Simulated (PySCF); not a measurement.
## Distorted geometries of [Tl(OH)4]−

[Tl(OH)4]− (singlet). PySCF 2.14.0, RKS TPSS, Tl def2-SVP with ECP60, O def2-SVP, H def2-SVP; non-relativistic Hamiltonian with scalar-relativistic core potentials where named; density fitting; no spin-orbit coupling. Relaxed geometry:

```xyz
9

Tl    0.0000    0.0000    0.3386
O     2.1723   -0.3654    0.3361
H     2.4518    0.5725    0.3338
O     0.3654    2.1723    0.3361
H    -0.5725    2.4518    0.3338
O    -2.1723    0.3654    0.3361
H    -2.4518   -0.5725    0.3338
O    -0.3654   -2.1723    0.3361
H     0.5725   -2.4518    0.3338
```

Q: Order these distorted geometries by energy above the relaxed one, lowest first.
A.
```xyz
9

Tl   -0.0161    0.0492    0.3038
O     2.1892   -0.3838    0.3302
H     2.4109    0.5736    0.3098
O     0.4352    2.1592    0.3304
H    -0.6007    2.4526    0.3214
O    -2.1026    0.2936    0.3262
H    -2.4816   -0.5278    0.3338
O    -0.3770   -2.1582    0.3886
H     0.5427   -2.4584    0.3737
```
B.
```xyz
9

Tl   -0.0388    0.0762    0.3330
O     2.2948   -0.4229    0.2723
H     2.4244    0.5143    0.2854
O     0.3303    2.2245    0.3342
H    -0.5112    2.4089    0.3880
O    -2.1652    0.3943    0.3936
H    -2.5496   -0.6560    0.2846
O    -0.2608   -2.1151    0.4078
H     0.4761   -2.4242    0.3190
```
C.
```xyz
9

Tl   -0.2685    0.0128    0.4850
O     2.3108   -0.2958    0.4728
H     2.5527    0.6429    0.4666
O     0.1733    2.2472    0.5020
H    -0.4336    2.1817    0.2347
O    -2.2433    0.3478    0.2496
H    -2.4026   -0.5767    0.2808
O    -0.4727   -1.9160    0.4087
H     0.7840   -2.6439   -0.0822
```

A: A (0.47 eV), B (2.14 eV), C (9.49 eV).

Q: Which forces (eV/Å) act in the one that lies 2.14 eV up?

A: 
```
Tl    1.77  -1.35  -0.01
O    -1.51  -1.21  -0.01
H     0.59   1.74   0.01
O     7.94  -1.84  -0.48
H    -8.04   2.10   0.50
O    -2.06  -3.69  -0.43
H     1.61   3.88   0.44
O   -14.82   5.99   1.70
H    14.52  -5.63  -1.71
```
Forces carry noise of the integration grid, about 0.01 to 0.03 eV/Å.

No frequency check is given that shows the relaxed geometry to be a minimum.
